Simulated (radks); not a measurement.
Values are calculated unless marked as measured or tabulated.
Task: The phosphorus ion P12+ is in [He] 2s1. Code: a radial shooting solver on a logarithmic mesh with Libxc functionals. Model: scalar-relativistic Kohn-Sham, PBE, spin-polarised, spherical densities, finite nucleus; Fermi nuclear charge, rms radius of each element as measured or else 0.836 A^(1/3) + 0.57 fm. Open shells are filled with parallel spins first. One electron is removed from 2s, 1s in turn, with full relaxation. Which removal costs least, and what does each cost?

Result: 2s 613.10 eV; 1s 2735.5 eV. The 2s electron leaves first.
